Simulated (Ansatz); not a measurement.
Relaxation of FH₆NOZn (10 atoms, charge 0, multiplicity 1), to a largest force component of 0.03 eV/Å in at most 50 steps.

Level of theory: Ansatz, UKS PBE0-D4/def2-SVP.

```xyz
10
Properties=species:S:1:pos:R:3:forces:R:3
Zn 0.718 1.398 1.195 -0.13 -0.23 -0.06
H 0.757 1.573 -0.324 0.03 0.05 0.08
O 0.736 1.307 2.964 0.01 0.03 -0.01
H -0.690 -1.241 -0.051 0.11 0.16 -1.20
F -0.738 -1.298 0.858 0.06 0.14 0.96
H 0.101 0.190 -1.489 -0.04 -0.09 -0.06
N -0.220 -0.483 -2.184 -0.01 -0.03 0.25
H 0.302 0.522 3.313 0.00 -0.01 0.01
H -1.228 -0.596 -2.171 -0.01 -0.01 0.02
H 0.262 -1.372 -2.110 -0.01 0.00 0.02
```

Problem. Where does it end, and by what steps?

Solution. It converged. After 12 steps the energy has fallen by 1.021 eV; N7 moved furthest, 0.60 Å. Joined: Zn1–F5 (3.08 → 2.14 Å).

```tsv
step	energy less start (eV)	largest force component (eV/Å)	accepted
0	0.0000	1.203	yes
1	-0.1144	0.318	yes
2	-0.2273	0.385	yes
3	-0.3277	0.809	yes
4	-0.3542	1.392	yes
5	-0.7243	1.141	yes
6	-0.7966	3.341	yes
7	-1.0008	0.526	yes
8	-0.9976	0.563	no
9	-1.0171	0.106	yes
10	-1.0201	0.050	yes
11	-1.0208	0.037	yes
12	-1.0213	0.019	yes
```

```xyz
10
Properties=species:S:1:pos:R:3
Zn 0.552 1.079 1.130
H 0.789 1.560 -0.338
O 0.626 1.196 2.921
H -0.457 -0.883 -0.219
F -0.416 -0.799 0.802
H 0.091 0.193 -1.689
N -0.372 -0.721 -1.652
H 0.232 0.423 3.337
H -1.259 -0.652 -2.148
H 0.213 -1.396 -2.143
```

Whether the end is a true minimum wasn't checked by a vibrational analysis.

Run time: 54 s on 4 threads of Arm Neoverse N1 (shared host), peak memory 0.32 GiB.
